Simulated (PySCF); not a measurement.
[Tb(NH2)4]− at several levels of theory

Computed with PySCF 2.14.0 (density fitting, no spin-orbit coupling) at the geometry relaxed with PBE0:

```xyz
13
[Tb(NH2)4]− (singlet in the valence; each metal's 4f electrons, 8 of them, lie in its core potential, out of spins and levels)
Tb    0.0000    0.0000    0.0000
N     1.3593    1.2267    1.3348
H     1.3089    1.4100    2.3368
H     2.2249    1.6690    1.0209
N    -1.3593   -1.3347    1.2267
H    -2.2255   -1.0210    1.6683
H    -1.3082   -2.3371    1.4102
N     1.3593   -1.2267   -1.3348
H     2.2249   -1.6690   -1.0209
H     1.3089   -1.4100   -2.3368
N    -1.3593    1.3347   -1.2267
H    -1.3082    2.3371   -1.4102
H    -2.2255    1.0210   -1.6683
```

```
 level                                                 basis    state  HOMO (eV)  gap (eV)  charge on Tb1 (e)  population of f-type functions on Tb1 (polarisation alone where 4f lies in the core)  dipole about the centre of mass (D)  largest force component (eV/Å)
  PBE0     Tb lcecp-1-SVP with ECP54, N def2-SVP, H def2-SVP  singlet      -1.16      5.09               0.64                                                                                  0.05                                 0.00                            0.01
r2SCAN                                              the same  singlet      -0.07      3.90               0.59                                                                                  0.05                                 0.00                            0.10
  PBE0  Tb lcecp-1-TZVP with ECP54, N def2-TZVP, H def2-TZVP  singlet      -1.45      5.17               1.45                                                                                  0.06                                 0.00                            0.33
```

In the lcecp rows the 4f levels are missing from HOMO and gap, and the state counts the valence alone.

Charges are Mulliken's, which hang on the basis. The relaxation used the grid (50, 194), these runs (75, 302) or, all-electron (x2c bases, spin-free X2C Hamiltonian), (99, 590).

**Question.** What does PBE with Tb lcecp-1-SVP with ECP54, N def2-SVP, H def2-SVP give here?

**Answer.** state singlet, HOMO (eV) 0.21, gap (eV) 3.12, charge on Tb1 (e) 0.37, population of f-type functions on Tb1 (polarisation alone where 4f lies in the core) 0.05, dipole about the centre of mass (D) 0.00, largest force component (eV/Å) 0.40. Time: 9.8 s on 2 threads of Arm Neoverse V1, with other jobs on the host, from an already converged density.

In the first row's basis the gap widens with exact exchange: 3.1 to 3.9 eV for PBE, r2SCAN (none); 5.1 eV for PBE0 (a fixed share).

No frequency check is given that shows the relaxed geometry to be a minimum. An lcecp potential fixes the number of 4f electrons, so in runs with it no electron can move into or out of that shell.

The highest filled level of some runs lies above zero, as often for anions with such functionals and bases.
